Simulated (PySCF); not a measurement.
CdI, SMILES [I][Cd+], charge +1. Coordinates come from a r2SCAN-D4/def2-TZVP optimisation. The multiplicity is an assumed one; other spin states were not compared. The def2 effective core potentials stand for the cores of Cd, I; spin–orbit coupling is left out.

Q: Give the equilibrium geometry at r2SCAN-D4/def2-TZVP (PySCF confirms it by a frequency run) as Cartesian coordinates in Å, and its point group. (An estimate is asked for; the answer gives what the named calculation found.)

A: point group C∞v.
```xyz
2

Cd     0.0000     0.0000    -1.3404
I      0.0000     0.0000     1.2139
```
Charge +1, spin multiplicity 1.
